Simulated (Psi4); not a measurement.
A dimer, H2 ··· C3H6 (SMILES [H][H] and C1CC1); the first 2 atoms form monomer A.

```
11

H      0.3719     0.0000     0.0000
H     -0.3719     0.0000     0.0000
C     -3.2948    -0.1254     0.7000
C     -3.2692     0.6156    -0.6078
C     -4.5790     0.3530     0.0818
H     -2.9333     0.3862     1.5817
H     -3.0887    -1.1871     0.6871
H     -3.0457     0.0553    -1.5055
H     -2.8902     1.6287    -0.6110
H     -5.0863     1.1883     0.5452
H     -5.2418    -0.3850    -0.3494
```

Q: What interaction energy does SAPT0/jun-cc-pVDZ, frozen core (Psi4 1.11) give, and which attractive term is the largest?

A: Total -0.34 kcal/mol: electrostatics -0.47, exchange 0.80, induction -0.12, dispersion -0.55. The most attractive term is dispersion.
